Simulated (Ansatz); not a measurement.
ClH$_{7}$N$_{2}$Si$_{2}$, SMILES `N[Si](N)([SiH3])Cl`. The species carries charge 0 and has multiplicity 1.

Cartesian coordinates in Å:
```
N -1.4730 0.9446 0.4356
Si -0.2637 -0.2514 0.4099
N 0.7311 0.0307 1.7674
Si 0.7102 -0.2444 -1.7198
Cl -0.9132 -2.2108 0.6930
H -1.9661 1.1407 1.2936
H -2.0477 1.1150 -0.3736
H 1.2625 -0.7202 2.1751
H 1.1707 0.9275 1.8971
H 1.4489 1.0275 -1.9581
H -0.3271 -0.3831 -2.7805
H 1.6675 -1.3762 -1.8397
```

Question: What are the harmonic wavenumbers in cm⁻¹ at PBE0-D4/def2-TZVP (Ansatz, finite differences of forces, unscaled)? (Estimate.)

Answer: Ansatz gave: 90, 115, 140, 212, 226, 251, 269, 362, 386, 425, 447, 496, 512, 537, 812, 816, 858, 902, 921, 936, 944, 1569, 1575, 2205, 2213, 2227, 3592, 3610, 3694, 3712.

Question: Is this a minimum?

Answer: Yes, all 30 modes are real.

Question: Give the ideal-gas thermochemistry at 298.15 K and 1 bar (rigid rotor, harmonic oscillator; point group C1, symmetry number 1).

Answer: Zero-point energy 209.6 kJ/mol; H(298) − E = 236.4 kJ/mol; entropy 386.8 J/(mol·K), of which translation 169.2, rotation 118.4, vibration 99.1; G(298) − E = 121.1 kJ/mol. Modes under 100 cm⁻¹ are hindered rotations or soft bends, so the harmonic entropy is rough.

Question: Rotational constants (cm⁻¹)?

Answer: 0.08367, 0.05949, 0.0483.
